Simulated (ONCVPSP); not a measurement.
**Plane-wave convergence, ONCV potential for Sr (Z = 38)**

```
Element                 : Sr (Z = 38)
Generator               : ONCVPSP 4.0.1
Type                    : optimised norm-conserving Vanderbilt (ONCV)
Functional              : PBEsol
Relativity              : scalar-relativistic
Frozen core             : [Ar] 3d10 4s2
Valence charge          : 8
Reference configuration : 4p6 5s1 (charge +1)
Partial waves           : 5s: rc 3.45 bohr, ncon 4, nbas 8, qcut 1.9 1/bohr, 3 projectors, debl 2.1 Ha; 4p: rc 1.75 bohr, ncon 3, nbas 6, qcut 5.3 1/bohr, 2 projectors, debl 2.1 Ha; d scattering state at 0.18 Ha: rc 2.85 bohr, ncon 4, nbas 7, qcut 3.8 1/bohr, 2 projectors, debl 2.4 Ha
Local potential         : polynomial inside 1.20 bohr (lpopt 4, dvloc0 0 Ha)
Core correction         : Teter function, fcfact 2, rcfact 1.05
```

In the d channel the program set the typed energies aside and used -0.250, 2.150 Ha.

Q: For each optimised wave give the share of its norm inside rc, the residual kinetic energy above qcut (Ha) and the cutoffs (Ha) for errors of 10, 1, 0.1 and 0.01 mHa per electron.

A:

```
         wave  norm inside rc  residual KE  10 mHa  1 mHa  0.1 mHa  0.01 mHa
           5s           0.397      5.6e-04     0.9    1.7      5.2      13.1
s projector 2           0.184      2.6e-01     9.4   18.4     20.9      27.0
s projector 3           0.122      8.7e-01     8.9   22.1     27.1      35.9
           4p           0.680      1.2e-04     5.5    7.4     14.9      48.3
p projector 2           0.072      2.3e-04     5.6    7.8     17.1      43.5
d projector 1           0.594      7.0e-04     5.2    7.2     18.0      22.3
d projector 2           0.199      2.5e-02     8.7   23.8     28.8      34.4
```

The occupied waves need 7.4 Ha and 15 Ha for 1 and 0.1 mHa. The cutoffs count occupied waves only; projector 2 of the d channel, the hardest unoccupied one, needs 24 Ha at the loose tolerance. Note: no bound ghost flagged; GHOST(+) flagged for s at 13.1 eV, s at 159.5 eV.
